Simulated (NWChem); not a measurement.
# Basis-set convergence for H3AlF2S

```xyz
7

Al    -0.6494     0.6779     0.0000
H     -0.4155     2.2326     0.0000
F     -1.1186    -0.0946     1.4111
F     -1.1186    -0.0946    -1.4111
S      1.6574    -0.4270     0.0000
H      1.2371    -1.2553     0.9842
H      1.2371    -1.2553    -0.9842
```
Charge 0, spin multiplicity 1.

The numbers come from NWChem runs, not from measurements. The geometry was optimised at PBE0/def2-SVP, a minimum by its harmonic frequencies.

Quantity: vertical ionisation energy at the level ΔMP2 (Δ: difference of total energies, the cation a doublet at the parent's geometry with its hole in an orbital of symmetry a' (Cs labels); it is the state that the SCF runs reached, from PBE0 orbitals for Hartree-Fock references, and need not be the lowest).

The correlated methods keep 12 core orbitals frozen. The Pople sets run with spherical d functions. The structure started from a generated list of species. The stability of the SCF solutions was not checked. Open-shell Hartree-Fock references start from PBE0 orbitals; any time given for them includes that run.

Costs are rough ratios of processor time within this set of runs, SCF included, with def2-SVP as 1.

Problem. In def2-TZVPP the value is 11.57 eV. Among def2-SVP, cc-pVDZ, 6-311G**, def2-SVPD, aug-pcseg-1, def2-TZVP, pcseg-2, cc-pVTZ, which is the smallest basis within 0.05 eV of it?

Solution. def2-SVPD, with 121 functions against 188 and about 20 % of the time (also within reach: pcseg-2, cc-pVTZ). def2-TZVPP isn't the basis-set limit itself, and a small set can land close by cancellation.

```csv
basis,functions,vertical ionisation energy (eV),relative cost
def2-SVP,79,11.39,1
cc-pVDZ,79,11.40,under 3
6-311G**,106,11.42,under 3
def2-SVPD,121,11.54,4
aug-pcseg-1,127,11.48,5
def2-TZVP,154,11.51,8
pcseg-2,170,11.60,10
cc-pVTZ,170,11.57,20
def2-TZVPP,188,11.57,10
```
